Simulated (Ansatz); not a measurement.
Reaction (hydrogen abstraction from a Ge–H bond): `C[S][GeH3]` + Cl• → `C[S][GeH2]`• + HCl

Gas-phase electronic energies from Ansatz, PBE0-D4/def2-TZVP geometries. CBS: MP2 limit from def2 TZ/QZ plus the TZ coupled-cluster correction, frozen cores. This one scheme is used for every species, atoms too. DFT in def2-TZVPP. B3LYP here is the variant with VWN-RPA as its local correlation; programs differ in this. No spin–orbit coupling; open shells (•) take unrestricted orbitals. Spin–orbit coupling would lower the free atoms: a little for Cl. Bonds to Ge are less sure, by a few kJ/mol each and by 10 to 20 or more in all where they break to atoms, as the def2 sets lack core-valence functions. Scalar relativity is left out up to krypton.

Question: Is it downhill or uphill in electronic energy at CCSD(T)/CBS, and by how much? (Estimate.)

Answer: Computed: Downhill: ΔE = -0.85 eV.

Question: What do these levels give: B3LYP-D4, CAM-B3LYP-D4, ωB97X-V, B2PLYP, revPBE, BLYP, r2SCAN, PBE0, B3LYP, CCSD/def2-SVP, MP2/def2-TZVPP, CCSD/CBS(def2)? (Estimate.)

Answer: Computed: B3LYP-D4 -0.92, CAM-B3LYP-D4 -0.84, ωB97X-V -0.82, B2PLYP -0.88, revPBE -1.08, BLYP -1.03, r2SCAN -1.03, PBE0 -0.98, B3LYP -0.93, CCSD/def2-SVP -0.60, MP2/def2-TZVPP -0.89, CCSD/CBS(def2) -0.79 eV.

Largest T1 diagnostic among the species: 0.015.

At CCSD(T), def2-SVP lies +0.21 eV from the extrapolated value and def2-TZVPP +0.07 eV. From PBE to PBE0 (25 % exact exchange), in def2-TZVPP and without D4, ΔE moves by +0.15 eV. In def2-TZVPP, CCSD(T) changes the Hartree–Fock value by −0.39 eV (the triples alone add −0.06 eV) and MP2 by −0.49 eV.
